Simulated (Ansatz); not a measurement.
Input for Ansatz (a first-principles code): R-r2SCAN/def2-TZVPP on HCl (SMILES Cl).

Ansatz 0.2 input:
```yaml
crystal:
  periodic: [false, false, false]
  atoms:
    - {symbol: Cl, position_ang: [-0.00000000, -0.00000000, 0.64100645]}
    - {symbol: H, position_ang: [0.00000000, 0.00000000, -0.64100645]}
basis:
  gaussian:
    orbitals: def2-TZVPP
hamiltonian:
  xc: {name: r2SCAN}
scf: {lower_state_search: off}
```

Program output:

```
WARN ansatz: RAYON_NUM_THREADS=4 ignored (pool sized by the plan → 4); use --threads N
Functional definition: r2SCAN
these checks for a lower state are left out or cut short: stability, starts, cluster_reference, orbital_swaps, neighbouring_geometries, increment
integrals: 0.01 GiB planned
353 factors; their error is unknown
mean field: 0.13 GiB planned
mean field evaluation 1: about -12538.3840 eV, gradient 1.0e1 eV
mean field evaluation 2: about -12538.4464 eV, gradient 1.0e1 eV
mean field evaluation 4: about -12538.6309 eV, gradient 2.3e-1 eV
mean field evaluation 8: about -12538.6221 eV, gradient 6.4e-4 eV
mean field -12538.62209013 eV, -460.7858628289 hartree, gradient 1.8e-6 eV, S^2 0.000000; 0 other end points of the search recorded, 0 dependent functions left out
reference -12538.62209546 eV, -460.7858630250 hartree; 9, 9 occupied and 47, 47 virtual orbitals, 353 factors
Total energy: -12538.62209546 eV, -460.7858630250 hartree
Checks for a lower state left out: stability, starts, cluster_reference, orbital_swaps, neighbouring_geometries, increment
```

Self-consistency was reached.

Cost: very roughly 0.6 core-seconds.
